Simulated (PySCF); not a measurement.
# Correlation energy of Sb³⁸⁺ (antimony, charge +38)

Starting occupation: [Ne] 3s2 3p1, 3p3/2 with m_j = +3/2. Computed with PySCF 2.14 in an uncontracted even-tempered set (18 s from 7.7 bohr⁻², ratio 2.4; 14 p from 10 bohr⁻², ratio 2.4; 4 d from 34 bohr⁻², ratio 2.6; 4 f from 52 bohr⁻², ratio 2.6), with X2C-1e with screened-nucleus spin-orbit coupling, Gaussian nucleus. Frozen: 1s2; 11 electrons correlated; the 54 highest virtual spinors left out.

MP2 pair energies summed by pair of shells (mhartree):

```json
{"pair": "2p1/2-2p3/2", "energy": "-96.62", "share (%)": "19.9"}
{"pair": "2p3/2-2p3/2", "energy": "-90.70", "share (%)": "18.7"}
{"pair": "3s1/2-3s1/2", "energy": "-71.69", "share (%)": "14.8"}
{"pair": "3p3/2-3s1/2", "energy": "-42.03", "share (%)": "8.7"}
{"pair": "2p3/2-2s1/2", "energy": "-39.88", "share (%)": "8.2"}
{"pair": "2p3/2-3s1/2", "energy": "-34.78", "share (%)": "7.2"}
{"pair": "2p1/2-2p1/2", "energy": "-23.12", "share (%)": "4.8"}
{"pair": "2p1/2-2s1/2", "energy": "-20.95", "share (%)": "4.3"}
{"pair": "2p1/2-3s1/2", "energy": "-16.76", "share (%)": "3.5"}
{"pair": "2p3/2-3p3/2", "energy": "-15.62", "share (%)": "3.2"}
{"pair": "2s1/2-2s1/2", "energy": "-10.95", "share (%)": "2.3"}
{"pair": "2s1/2-3s1/2", "energy": "-8.53", "share (%)": "1.8"}
{"pair": "2p1/2-3p3/2", "energy": "-8.23", "share (%)": "1.7"}
{"pair": "2s1/2-3p3/2", "energy": "-4.64", "share (%)": "1.0"}
```

Total MP2 correlation energy: -484.49 mhartree.

At this charge the one-electron X2C treatment keeps the bare 1/r₁₂, with no two-electron picture change or Breit term. The effect here is smaller than on the frozen 1s shell.
